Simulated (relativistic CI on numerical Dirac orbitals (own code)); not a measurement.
# Nb+: 3d photoemission

Computed with this model: Dirac-Coulomb-Breit CI, KLI orbitals optimised for each configuration, model QED, multiplet model of photoemission in the sudden approximation, unscaled Slater integrals; configurations [Kr] 4d4 → [Ar] 3d9 4s2 4p6 4d4; 300 K; Lorentzian 0.42 eV and Gaussian 0.5 eV FWHM. Energies are those of the free ion, without screening or charge transfer. The energies are binding energies and can lie tens of eV above those of solids. S is read from ⟨S²⟩ = S(S + 1).

Field parameters in Wybourne normalisation: D3d B²₀ = −7Dσ, B⁴₀ = −14Dq − 21Dτ, B⁴₃ = −14√(10/7) Dq. The field is a parameter set, without covalency.

Computed curve for D3d, 10Dq = 12450, Dσ = -1200, Dτ = -350 cm⁻¹, scaled to 100 at the maximum (points under 2 are left out and the grid is thinned):

| Energy (eV) | Intensity |
| --- | --- |
| 213.4 | 2.0 |
| 213.7 | 2.6 |
| 214.0 | 3.6 |
| 214.3 | 5.2 |
| 214.6 | 8.6 |
| 214.9 | 18.0 |
| 215.2 | 41.9 |
| 215.5 | 75.8 |
| 215.8 | 97.7 |
| 216.1 | 96.0 |
| 216.4 | 75.6 |
| 216.7 | 49.3 |
| 217.0 | 28.2 |
| 217.3 | 20.2 |
| 217.6 | 20.6 |
| 217.9 | 27.5 |
| 218.2 | 40.0 |
| 218.5 | 53.6 |
| 218.8 | 61.0 |
| 219.1 | 53.5 |
| 219.3 | 42.2 |
| 219.6 | 26.0 |
| 219.9 | 15.9 |
| 220.2 | 10.2 |
| 220.5 | 6.7 |
| 220.8 | 4.6 |
| 221.1 | 3.4 |
| 221.4 | 2.7 |
| 221.7 | 2.3 |
| 223.8 | 2.5 |
| 224.1 | 4.4 |
| 224.4 | 4.6 |
| 224.7 | 3.4 |
| 225.0 | 3.4 |
| 225.3 | 3.9 |
| 225.6 | 3.7 |
| 225.9 | 3.2 |
| 226.2 | 2.9 |
| 226.5 | 2.6 |
| 226.8 | 2.1 |

The ground state has S = 1.97, and the centroid lies at 217.50 eV.
